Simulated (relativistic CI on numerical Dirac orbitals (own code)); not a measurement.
# Slater and spin-orbit integrals, Br

These numbers are calculated, not measured: Dirac-Coulomb-Breit CI, separate exchange-only KLI orbitals for each configuration, model QED (radiative potential, 1s self-energy scaled to tabulated hydrogen-like ionisation energies), valence Slater integrals scaled by 0.85, P86 correlation energy added to each configuration (own radial code, finite nucleus).

Slater integrals F^k, G^k are unscaled and averaged over j, outside the closed core [Ar] 3d10; ζ comes from projecting the Hamiltonian with its Breit term on Σ l·s of the shell.

- 4s²4p⁵: ζ(4p) = 2479.8 cm⁻¹; <r>(4p) = 2.116, <r^2>(4p) = 5.263 (bohr units).
- 4s²4p⁴5s: F^2(4p,4p) = 51482, ζ(4p) = 2821.1, G^1(4p,5s) = 2813 cm⁻¹; <r>(4p) = 2.004, <r^2>(4p) = 4.678, <r>(5s) = 5.952, <r^2>(5s) = 40.55 (bohr units).
- 4s²4p⁴5p: F^2(4p,4p) = 52003, ζ(4p) = 2841.1, F^2(4p,5p) = 4317.7, G^0(4p,5p) = 836.71, G^2(4p,5p) = 1008.1, ζ(5p) = 100.6 cm⁻¹; <r>(4p) = 1.988, <r^2>(4p) = 4.586, <r>(5p) = 8.27, <r^2>(5p) = 77.47 (bohr units).

In this model ζ of a weakly bound d, f or g electron outside closed shells comes out too small, for d by up to a factor of two or three and at times with the wrong sign; that of an outer p electron is too small as well.

For a near-neutral ion this model can misplace configurations by up to about 10,000 cm⁻¹ (more where the count of f electrons changes) and terms by 10 to 25 % of their spread. Rates follow the energies as ν³ (E1, M1) or ν⁵ (E2), so they and the lifetimes can be off by large factors. The fine structure of a lone outer electron comes out too small, for d and f at times inverted, and misplaced configurations move strength between like terms. 21 of the 28 excited levels that our extract of the measured tables holds in this range could be paired (the sources list more); they are missed by 891 cm⁻¹ on average and 4254 at most, and levels without a partner can miss by more.

Averages of the first 10 configurations, taken without configuration mixing, which lowers the lowest level and can move excited configurations by several eV; other configurations of the list can lie among them:

```
Configuration  Parity  States  Average energy above the lowest level (eV)
       4s²4p⁵     odd       6                                         0.4
     4s²4p⁴5s    even      30                                         9.0
     4s²4p⁴5p     odd      90                                        10.3
     4s²4p⁴4d    even     150                                        11.1
        4s4p⁶    even       2                                        15.5
     4s²4p⁴6s    even      30                                        11.2
     4s²4p⁴6p     odd      90                                        11.7
     4s²4p⁴5d    even     150                                        11.9
     4s²4p⁴4f     odd     210                                        12.1
     4s²4p⁴6d    even     150                                        12.3
```
